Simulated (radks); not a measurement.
The numbers below are computed, except where a source is named.
Hf65+, 7 electrons, occupied as [He] 2s2 2p3 (the NIST ground configuration). Code: a radial shooting solver on a logarithmic mesh with Libxc functionals. Model: non-relativistic Kohn-Sham, TPSS, spin-polarised, spherical densities, point nucleus; open shells are filled with parallel spins first (spin-orbit coupling, left out, can overturn this in heavy ions); meta-GGA in the generalised Kohn-Sham scheme; relativity is left out, which matters for an element this heavy.

Normalised radial functions P(r) = r R(r), r in bohr:

```
   r/bohr * 1s down, o 2s up, + 2s down (the largest magnitude, 6.22, reaches the edge; | marks zero, & curves that meet)
 0.001124                             | &  *
 0.001237                             | &   *
 0.001362                             | &    *
 0.001499                             | &    *
  0.00165                             |  &    *
 0.001816                             |  &    *
 0.001999                             |  &     *
   0.0022                             |  &      *
 0.002422                             |   &      *
 0.002666                             |   &       *
 0.002935                             |   &        *
  0.00323                             |    &        *
 0.003556                             |    &         *
 0.003914                             |    &          *
 0.004309                             |     &          *
 0.004743                             |     &           *
 0.005221                             |     &            *
 0.005747                             |      &            *
 0.006326                             |      &             *
 0.006963                             |      &              *
 0.007665                             |       &              *
 0.008437                             |       &               *
 0.009287                             |       &                *
  0.01022                             |       &                 *
  0.01125                             |       &                 *
  0.01239                             |       &                  *
  0.01363                             |       &                  *
  0.01489                             |      &                   *
  0.01639                             |      &                   *
  0.01804                             |     &                   *
  0.01986                             |    &                   *
  0.02186                             |   &                   *
  0.02406                             |  &                   *
  0.02649                             |&                   *
  0.02916                            &|                  *
  0.03209                          &  |                *
  0.03533                        &    |              *
  0.03889                      &      |            *
   0.0428                    &        |          *
  0.04712                  &          |        *
  0.05186                 &           |      *
  0.05709               &             |    *
  0.06284              &              |   *
  0.06917             &               |  *
  0.07614             &               | *
  0.08382              &              |*
  0.09226              &              |*
   0.1016                &            *
   0.1118                 &           *
   0.1231                   &         *
   0.1355                     &       *
   0.1491                       &     *
   0.1641                        &    *
   0.1807                          &  *
   0.1989                           & *
   0.2189                            &*
    0.241                            &*
   0.2652                             &
    0.292                             &
```

1s down: eigenvalue -66744 eV, 0 radial nodes, <r> = 0.0210 bohr, 90 % of the charge inside 0.0373 bohr. 2s up: eigenvalue -15641.2 eV, 1 radial node at r = 0.0281 bohr, <r> = 0.0861 bohr, 90 % of the charge inside 0.131 bohr. 2s down: eigenvalue -15554.8 eV, 1 radial node at r = 0.0281 bohr, <r> = 0.0864 bohr, 90 % of the charge inside 0.132 bohr.
